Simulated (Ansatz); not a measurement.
B2FH2NO (`OB1NB1F`). The species carries charge 0 and has multiplicity 1.

Cartesian coordinates in Å:
```
O 0.668 -0.848 1.500
B 0.107 -0.329 0.390
N 0.283 0.884 -0.332
B -0.694 0.075 -0.931
F -1.475 0.173 -1.988
H 0.316 -1.711 1.727
H 0.794 1.756 -0.366
```

Question: List the harmonic frequencies (cm⁻¹, unscaled) at PBE0-D4/def2-TZVP in Ansatz. (Best estimate.)

Answer: The calculation gave: 245, 271, 483, 523, 562, 632, 729, 820, 995, 1027, 1266, 1424, 1685, 3559, 3904.

Question: Is this a minimum?

Answer: Yes, all 15 modes are real.

Question: Give the ideal-gas thermochemistry at 298.15 K and 1 bar (rigid rotor, harmonic oscillator; point group Cs, symmetry number 1).

Answer: Zero-point energy 108.4 kJ/mol; H(298) − E = 123.5 kJ/mol; entropy 294.2 J/(mol·K), of which translation 162.3, rotation 105.6, vibration 26.3; G(298) − E = 35.8 kJ/mol.
